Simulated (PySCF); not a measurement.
# Ar (argon, neutral) across methods

[Ar], closed-shell 1S. Computed with PySCF 2.14 in aug-cc-pV(D+d)Z (5s4p3d, 32 functions), with no relativity, point nucleus.

| method | E (hartree) | mean ε 2p (eV) | mean ε 3s (eV) | mean ε 3p (eV) | Σ⟨r²⟩ (bohr²) | ⟨S²⟩ |
| --- | --- | --- | --- | --- | --- | --- |
| UHF | -526.80097 | -260.45 | -34.801 | -16.116 | 26.12 | 0.000 |
| M06-2X | -527.5147 | -245.50 | -29.328 | -13.549 | 26.10 | 0.000 |
| LDA | -525.9157 | -229.85 | -24.063 | -10.399 | 26.31 | 0.000 |
| PBE | -527.3227 | -229.88 | -24.090 | -10.293 | 26.25 | 0.000 |
| r2SCAN | -527.4964 | -233.25 | -25.225 | -10.761 | 26.05 | 0.000 |
| PBE0 | -527.3681 | -237.73 | -27.036 | -11.998 | 26.08 | 0.000 |
| wB97X | -527.5302 | -238.77 | -29.806 | -14.583 | 26.07 | 0.000 |
| BLYP | -527.5253 | -230.17 | -23.930 | -10.154 | 26.39 | 0.000 |

Problem. Estimate the same row for r2SCANh.

Solution. E (hartree) = -527.4964; mean ε 2p (eV) = -236.04; mean ε 3s (eV) = -26.243; mean ε 3p (eV) = -11.380; Σ⟨r²⟩ (bohr²) = 26.03; ⟨S²⟩ = 0.000.
